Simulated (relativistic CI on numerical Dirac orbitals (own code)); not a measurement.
From line strength to rate: Ba II 4554.03 Å (air)

Problem. For 6s 2S_1/2 – 6p 2P°_3/2 of Ba II a semi-empirical relativistic CI calculation gives the line strength S = 29.2 e²a₀² in the length gauge. The measured levels are 0.00 and 21952.40 cm⁻¹ (NIST Handbook). Find gf, f, A and the partial lifetime.

Working.
1. σ = 21952.40 − 0.00 = 21952.40 cm⁻¹, so the vacuum wavelength is 10⁸/σ = 4555.31 Å.
2. gf = 303.756 S/λ(Å) = 1.947, log gf = 0.289; with g = 2 for the lower level, f = 0.974.
3. A = 2.02613 × 10¹⁸ S/(g_u λ³) with g_u = 4: A = 1.56 × 10^8 s⁻¹.
4. The partial lifetime for this S is 1/A = 6.39 ns; in the calculation this line carries 77 % of the decay of the upper level.

Check. The Handbook lists A = 1.11 × 10^8 s⁻¹, a tabulated value with its own uncertainty (a few per cent for the best lines, 25 % or more for others); ours lies 41 % above it. The velocity form of the same calculation gives S = 21.3, and the gap between the two forms is a rough gauge of the error in S. A miss this large is common for lines of near-neutral atoms, where core polarisation and correlation outside the CI space change S. With the computed energy (22624 cm⁻¹) in place of the measured one the rate would change by the factor (σ_calc/σ)³ = 1.09.
